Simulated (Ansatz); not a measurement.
`[NH2][Ge]([NH2])([Cl])[Cl]` + `[F][Ge][Cl]` → `[NH2][Ge]([Cl])([Cl])[Cl]` + `[NH2][Ge][F]`  (redistribution)

Isolated molecules relaxed with PBE0-D4/def2-TZVP in Ansatz; ΔE leaves out vibrations. CCSD(T)/CBS adds triple-zeta CCSD(T) − MP2 to the extrapolated MP2 energy (def2 sets, frozen cores). Functionals use def2-TZVPP. HSE06 is defined as in plane-wave codes. For Ge outer-core shells are correlated without core-valence functions, which leaves a few kJ/mol of doubt a bond. Scalar relativity is left out up to krypton. One conformer a species, not always the lowest.

(1) Is it downhill or uphill in electronic energy at CCSD(T)/CBS, and by how much? (An estimate is asked.)

(2) What do these levels give: r2SCAN0-D4, HSE06-D4, HF/def2-SVP, CCSD/def2-SVP, SCS-MP2/def2-TZVPP, HF/CBS(def2)? (Best estimate.)

Largest T1 diagnostic among the species: 0.014.

Results:

(1) Ansatz gave: Uphill: ΔE = +8.7 kJ/mol.

(2) Ansatz gave: r2SCAN0-D4 7.6, HSE06-D4 9.3, HF/def2-SVP 8.6, CCSD/def2-SVP 3.0, SCS-MP2/def2-TZVPP 5.1, HF/CBS(def2) 11.0 kJ/mol.

In def2-TZVPP, CCSD(T) changes the Hartree–Fock value by −3.8 kJ/mol (the triples alone add −0.3 kJ/mol) and MP2 by −6.0 kJ/mol. At CCSD(T), def2-SVP lies −6.1 kJ/mol from the extrapolated value and def2-TZVPP −2.3 kJ/mol.
